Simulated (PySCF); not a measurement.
Level of theory: r2SCAN-D4/def2-TZVP run with PySCF. Isolated molecules, 0 K electronic values unless said otherwise. Delta-SCF ions had no search for a lower state. 

Reference species (SMILES): `C=C=N` (neutral, multiplicity 1).

```
Quantity                                   Value
--------------------------------------  --------
vertical ionisation energy (Delta-SCF)   9.28 eV
HOMO–LUMO gap                            5.00 eV
HOMO                                    -5.96 eV
```

Changed species: `C(#C)N`.

**Question.** Predict the effect on the vertical ionisation energy (Delta-SCF), HOMO–LUMO gap and HOMO.

**Answer.** the vertical ionisation energy (Delta-SCF) falls by 0.38 eV, to 8.90 eV; the HOMO–LUMO gap goes up by 1.11 eV, to 6.11 eV; the HOMO increases by 0.46 eV, to -5.50 eV.
